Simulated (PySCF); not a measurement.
GeH₃O₃, SMILES [OH][Ge]([OH])[OH] (connectivity only; charge and spin as stated), charge +1, multiplicity 1.

The structure is a stationary point at PBE-D3(BJ)/def2-SVP. The spin state was assumed, not searched. The isomer is the one that the SMILES or the coordinates give; other isomers of the formula were not compared. The values are those of a single conformer.

The numbers are results of PySCF with PBE/def2-TZVP, not measurements.

Isolated molecule, no solvent.

| Property | Result |
|---|---|
| total energy | -2303.80379 hartree |
| point group | Cs |
| highest occupied level | -14.26 eV |
| lowest empty level | -9.26 eV |
| orbital gap | 5.00 eV |
| dipole moment about the centre of nuclear charge | 0.634 e·Å |
| mean static polarisability | 34.7 bohr³ (5.15 Å³) |
| polarisability, principal values | 23.6, 39.6, 41.0 bohr³ |
